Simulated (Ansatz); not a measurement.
Wavefunction ladder for CH$_{6}$NPSi (`C1NP[SiH2]1`)

```xyz
10

C    -0.7893    0.0102   -0.5561
N    -0.0729   -1.2453   -0.3126
P     1.4283   -0.8884    0.4853
Si    0.0313    0.8313    0.9483
H    -1.8762   -0.1112   -0.5597
H    -0.4863    0.5140   -1.4862
H    -0.0838   -1.9404   -1.0473
H     2.0962   -0.0759   -0.5070
H    -0.7373    0.6655    2.2089
H     0.4901    2.2402    0.8264
```

Total charge 0; spin multiplicity 1. Geometry: relaxed with PBE0-D4/def2-TZVP. Frozen core, restricted reference, Ansatz. CBS rows extrapolate triple and quadruple zeta; past MP2 they add the triple-zeta difference.

```tsv
basis	HF (Eh)	MP2 corr.	CCSD corr.	(T)	CCSD(T) total
def2-SVP	-725.17622	-0.52060	-0.57403	-0.01869	-725.76894
def2-TZVPP	-725.51124	-0.65359	-0.70029	-0.03090	-726.24243
def2-QZVPP	-725.53468	-0.70064	–	–	–
CBS(def2)	-725.53791	-0.73550	-0.78220	as TZ	-726.35101
```
